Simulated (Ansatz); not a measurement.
Input for Ansatz (an electronic-structure program):
Ansatz 0.2 input:
```yaml
crystal:
  periodic: [false, false, false]
  atoms:
    - {symbol: Cl, position_ang: [-0.00000000, -0.00000000, -0.49281646]}
    - {symbol: O, position_ang: [0.00000000, 0.00000000, 1.04723499]}
basis:
  gaussian:
    orbitals: STO-3G
hamiltonian:
  xc: hf
magnetization: {spin_polarized: true, initial_magnetization: 1}
```

### Question
What is the computed <S^2> (Ansatz with HF/STO-3G)?

### Answer
0.755

### Question
Give the number of basis functions at the level HF/STO-3G.

### Answer
14

### Question
Give the total energy at the level HF/STO-3G.

### Answer
-528.316841 Ha
